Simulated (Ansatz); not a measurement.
Species: AgI (charge -1, doublet). The spin state was set by rule; other spins were not relaxed. 
Coordinates optimised at B3LYP-D3(BJ)/def2-TZVP (Ansatz, a quantum-chemistry and plane-wave program):
```
Ag
I 1 2.8505
```
Charge -1, spin multiplicity 2.

Parts of the frozen-core correlation energy in def2-TZVPP (Ansatz, hartree). Frozen orbitals: 13; correlated occupied orbitals by spin: 10 and 9; virtual: 83 and 84. UHF or UKS for open shells. No spin-orbit coupling. Past Kr the def2 sets carry scalar-relativistic core potentials.

```csv
term,value
reference (HF),-442.87994
MP2 opposite-spin,-0.35597
MP2 same-spin,-0.18249
CCSD correlation,-0.52368
(T),-0.02029
T1 diagnostic,0.022
largest doubles amplitude,0.038
<S^2> of the reference,0.754
```
